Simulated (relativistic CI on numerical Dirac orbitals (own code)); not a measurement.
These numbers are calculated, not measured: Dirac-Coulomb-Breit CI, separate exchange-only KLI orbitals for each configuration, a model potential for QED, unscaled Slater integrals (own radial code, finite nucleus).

The strongest absorption lines from the ground level of an ion, among the configurations computed and to levels below about 338 eV (vacuum wavelength in nm, gf): 7.0850 (0.79), 7.1757 (0.72), 7.2079 (0.61), 7.2897 (0.36), 7.3486 (0.96), 7.3963 (0.79), 7.6093 (0.24), 9.0659 (0.2).

Task: Which ion is it?
A. Pd³⁰⁺
B. Ru³⁰⁺
C. Ru²⁸⁺
D. Zr²⁴⁺

Result: C. Ru²⁸⁺ has 16 electrons and the ground level 3s²3p⁴ ³P2; the strongest line goes to 3s²3p³3d ³D°3. The pattern of lines fixes the number of electrons, and along that sequence the line energies rise steadily with the charge (about as its square where n changes within one kind of shell, about linearly where n is kept but much faster in heavy ions where fine structure, which grows about as Z⁴, sets the gap, and irregularly where shells cross), which fixes Z. Configurations outside the model, such as inner-shell arrays, can give stronger lines. At this charge energies of transitions that change n are usually good to better than 1 %, and those within a shell (Δn = 0) to a few per cent.

LS names give the leading component of a level, which can be under half, so a name can repeat, a term be missing and a line seem to break the LS rules.
